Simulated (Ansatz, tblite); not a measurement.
Cost and result up the ladder for the cluster GeBr2 (the lowest singlet isomer of a short search) (3 atoms). Total charge 0; singlet. Geometry: r2SCAN-D4/def2-TZVP.

| atom | x (Å) | y (Å) | z (Å) |
| --- | --- | --- | --- |
| Ge1 | -0.209 | 0.964 | 0.099 |
| Br2 | 0.658 | -0.540 | 1.675 |
| Br3 | -0.449 | -0.424 | -1.774 |

Ansatz on 4 threads of Intel Xeon 6975P-C on a shared host; xTB runs through tblite on one thread. Times are rough, summed over both states, and most runs start from the orbitals of an earlier one. RPA@PBE/def2-TZVP serves as the yardstick here, not as an exact answer. Differences are given only for rows in sets of like size (and for xTB, whose basis is part of the method), since another set adds its own error. The other state is a quintet at its own geometry.

The xTB rows come from tblite. Correlated methods freeze 27 core orbitals; core or outer-core shells of Ge, Br are correlated, in sets that lack core-valence functions. HOMO above LUMO, or a gap near zero within one spin, warns that the state may not be the lowest or that an electron is smeared out. At PBE0-D4/def2-TZVP a singlet of charge 0 lies 6.48 eV below the quintet, each at its own geometry. The structure comes from a short search, and lower isomers may exist.

Run but left out: BLYP-D4/def2-TZVP (quintet: an occupied level 0.03 eV above an empty one).

Correlated methods converge slowly with the basis.

xTB has no spin-polarisation term.

```
              level  functions  wall time
           GFN1-xTB         27    0.006 s
           GFN2-xTB         27    0.007 s
          HF/STO-3G         54      0.8 s
revPBE-D4/def2-TZVP        144        4 s
  RPA@PBE/def2-TZVP        144      4.2 s
      MP2/def2-TZVP        144      4.5 s
```

Problem. Estimate what each level gives for the quintet − singlet (eV).

Solution. 
```json
{"level": "GFN1-xTB", "quintet − singlet (eV)": "7.62", "difference from RPA@PBE/def2-TZVP (eV)": "1.88", "remarks": "–"}
{"level": "GFN2-xTB", "quintet − singlet (eV)": "8.54", "difference from RPA@PBE/def2-TZVP (eV)": "2.80", "remarks": "–"}
{"level": "HF/STO-3G", "quintet − singlet (eV)": "5.70", "difference from RPA@PBE/def2-TZVP (eV)": "–", "remarks": "–"}
{"level": "revPBE-D4/def2-TZVP", "quintet − singlet (eV)": "6.11", "difference from RPA@PBE/def2-TZVP (eV)": "0.36", "remarks": "gap within one spin near zero (quintet)"}
{"level": "RPA@PBE/def2-TZVP", "quintet − singlet (eV)": "5.74", "difference from RPA@PBE/def2-TZVP (eV)": "0.00", "remarks": "–"}
{"level": "MP2/def2-TZVP", "quintet − singlet (eV)": "6.80", "difference from RPA@PBE/def2-TZVP (eV)": "1.06", "remarks": "–"}
```
